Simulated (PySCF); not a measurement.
**A thermochemical cycle for NaSe**

PBE in PySCF with def2-SVP on every atom, for the lowest determinant that a PBE0 search found; no spin–orbit coupling. NaSe, a doublet (π ↑), has De = 2.41 eV to neutral atoms, and NaSe⁺, a triplet (π ↑↑), has De = 0.69 eV to Na⁺ + Se.

At the same level the Na atom ionises at 5.28 eV.

Task: What is the adiabatic ionisation energy of the molecule, and does ionisation strengthen or weaken the bond?

Result: IE = IE(Na) + De(neutral) − De(ion) = 5.28 + 2.41 − 0.69 = 7.00 eV. De changes by -1.72 eV, so ionisation weakens the bond.

Spin–orbit coupling is left out. For an ion De counts to the pair picked by the measured ionisation energies or electron affinities, which need not be the lowest pair at this level. States were picked by a PBE0 search and need not be the measured ground states.
